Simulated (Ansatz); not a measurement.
A CCSD(T) single point on `O[SiH2]/C=C\[SiH](O)O`.

```yaml
crystal:
  periodic: [false, false, false]
  atoms:
    - {symbol: O, position_ang: [0.155621, 1.811026, 1.202350]}
    - {symbol: Si, position_ang: [-0.904425, 2.050538, -0.022489]}
    - {symbol: C, position_ang: [-1.248746, 0.497327, -0.999950]}
    - {symbol: C, position_ang: [-0.699964, -0.715375, -0.860582]}
    - {symbol: Si, position_ang: [0.574996, -1.294900, 0.352916]}
    - {symbol: O, position_ang: [1.122325, -2.762524, -0.148344]}
    - {symbol: O, position_ang: [1.830252, -0.210849, 0.331990]}
    - {symbol: H, position_ang: [0.975083, 1.348066, 0.975284]}
    - {symbol: H, position_ang: [-2.169939, 2.526917, 0.590745]}
    - {symbol: H, position_ang: [-0.436687, 3.080687, -0.994235]}
    - {symbol: H, position_ang: [-1.993553, 0.617362, -1.791890]}
    - {symbol: H, position_ang: [-1.035794, -1.505101, -1.536596]}
    - {symbol: H, position_ang: [0.064562, -1.445106, 1.741386]}
    - {symbol: H, position_ang: [1.094796, -3.481733, 0.482393]}
    - {symbol: H, position_ang: [2.671463, -0.516336, 0.677022]}
basis:
  gaussian: {orbitals: def2-TZVPP}
correlation: {method: ccsd_t}
```

```sh
$ ansatz run in.yaml --threads 2 --pin off --events-out ev --progress --plain --max-ram 32768MiB --backend cuda --devices 0, --max-vram 18GiB
```

The program prints (abridged):

```
Functional definition: HF
2097 factors; integrals over basis functions are off by at most 9.4e-4 eV
mean field evaluation 1: about -24024.0042 eV, gradient 6.1e1 eV
mean field evaluation 2: about -24024.4099 eV, gradient 6.1e1 eV
mean field evaluation 4: about -24031.6764 eV, gradient 4.8e0 eV
mean field evaluation 8: about -24031.7762 eV, gradient 2.8e-1 eV
mean field -24031.77650121 eV, -883.1514970965 hartree, gradient 1.9e-6 eV, S^2 0.000000; 0 other end points of the search recorded, 0 dependent functions left out; unrestricted orbitals would lower it
15 core orbitals not correlated: weight in the atoms' cores, before any rotation towards them, 1.000 or more for the frozen orbitals, at most 0.000 for the correlated occupied ones
reference -24031.77650121 eV, -883.1514970965 hartree; 21, 21 occupied and 315, 315 virtual orbitals, 2097 factors
second order -34.91009699 eV of doubles, -0.00000000 eV of singles
cycle   1  -35.13510128 eV  change   -2.3e-1 eV  update   1.3e-1
cycle   2  -35.96663052 eV  change   -8.3e-1 eV  update   3.7e-2
cycle   3  -36.15247209 eV  change   -1.9e-1 eV  update   1.8e-2
cycle   4  -36.13154390 eV  change    2.1e-2 eV  update   4.2e-3
cycle   5  -36.13117867 eV  change    3.7e-4 eV  update   1.9e-3
cycle   6  -36.13243268 eV  change   -1.3e-3 eV  update   4.7e-4
cycle   7  -36.13218690 eV  change    2.5e-4 eV  update   1.9e-4
cycle   8  -36.13210086 eV  change    8.6e-5 eV  update   5.6e-5
cycle   9  -36.13212127 eV  change   -2.0e-5 eV  update   2.4e-5
perturbative correction -1.41648217 eV, -0.0520547596 hartree
Total energy: -24069.32510465 eV, -884.5313828213 hartree
```

It took 24 s on 2 threads of an AMD EPYC 7R13 on a shared host and a share of an NVIDIA H100 80 GB, with 0.85 GiB of host memory at the peak.

Correlation energy per correlated electron: -0.894 eV. T1 diagnostic: 0.0120.
